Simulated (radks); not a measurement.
Values are calculated unless marked as measured or tabulated.
Problem. All-electron atom: the zinc ion Zn19+ in [Ne] 3s1 (the NIST ground configuration). Level of theory: Dirac Kohn-Sham, exchange-only PBE, spin-unpolarised, spherical densities, finite nucleus; Fermi nuclear charge, rms radius 3.9283 fm (a radial shooting solver on a logarithmic mesh with Libxc functionals).

Spin-orbit splittings of the eigenvalues, e(l+1/2) - e(l-1/2), with zeta = 2 splitting/(2l+1) and mean radii in bohr:

| shell | occ. | splitting (eV) | zeta (eV) | <r> j=l-1/2 | <r> j=l+1/2 |
|---|---|---|---|---|---|
| 2p | 6 | ? | ? | 0.1922 | 0.1954 |
| 3p | 0 | 5.630 | 3.753 | 0.5410 | 0.5459 |

Estimate the 2p splitting.

Solution. 24.72 eV (zeta = 16.48 eV).
